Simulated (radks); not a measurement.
Q: Pm4+, configuration [Xe] 4f3 (the NIST ground configuration). Method: Dirac Kohn-Sham, PW91, spin-unpolarised, spherical densities, point nucleus; open shells fill j = l - 1/2 first; computed with a radial shooting solver on a logarithmic mesh with Libxc functionals. Some entries of the table are withheld. Estimate them.

| orbital | occ. | eigenvalue (eV) | <r> (bohr) | r(max) (bohr) |
|---|---|---|---|---|
| 1s1/2 | 2 | -45036.36 | 0.02318 | 0.01479 |
| 2s1/2 | 2 | (1) | 0.09845 | 0.08395 |
| 2p1/2 | 2 | -6974.861 | 0.08245 | 0.06370 |
| 2p3/2 | 4 | -6414.531 | 0.08897 | 0.06924 |
| 3s1/2 | 2 | -1647.979 | 0.2602 | 0.2388 |
| 3p1/2 | 2 | -1481.755 | 0.2498 | 0.2258 |
| 3p3/2 | 4 | -1369.129 | 0.2624 | 0.2376 |
| 3d3/2 | 4 | -1080.215 | 0.2340 | 0.1899 |
| 3d5/2 | 6 | -1055.824 | 0.2379 | 0.1932 |
| 4s1/2 | 2 | -369.3900 | (2) | 0.5515 |
| 4p1/2 | 2 | -306.0020 | 0.6051 | 0.5578 |
| 4p3/2 | 4 | -281.0921 | 0.6329 | 0.5828 |
| 4d3/2 | 4 | -176.6461 | 0.6744 | 0.5952 |
| 4d5/2 | 6 | -172.1637 | 0.6841 | 0.6033 |
| 5s1/2 | 2 | -85.0418 | 1.370 | 1.256 |
| 5p1/2 | 2 | -66.6096 | 1.502 | 1.355 |
| 5p3/2 | 4 | -62.5522 | 1.572 | 1.418 |
| 4f5/2 | 3 | -51.1664 | 0.8690 | 0.6124 |
| 4f7/2 | 0 | -50.5821 | 0.8763 | 0.6167 |
| 5d3/2 | 0 | -36.8731 | 2.017 | 1.750 |
| 5d5/2 | 0 | -36.3801 | 2.042 | 1.774 |
| 6s1/2 | 0 | -30.9490 | 2.954 | 2.837 |

A: 
(1) 2s1/2 eigenvalue (eV): -7362.744
(2) 4s1/2 <r> (bohr): 0.5906
